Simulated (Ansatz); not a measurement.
Ansatz results at the PBE0-D4/def2-TZVP geometry: HOMO energy (PBE0/def2-TZVPP) -7.29 eV; HOMO–LUMO gap (ωB97M-V/def2-TZVPP) 10.97 eV; HOMO–LUMO gap (PBE/def2-TZVPP) 4.57 eV.

Problem. Which molecule gave them?
A. `FC1(F)C=C1`
B. `CB/C=C/Cl`
C. `C=C1C[SiH2]1`
D. `CC1=C[SiH2]1`

Solution. C. The others give `CC1=C[SiH2]1`: -7.24, 11.28, 5.12; `FC1(F)C=C1`: -8.62, 12.40, 5.21; `CB/C=C/Cl`: -7.89, 10.08, 3.95.
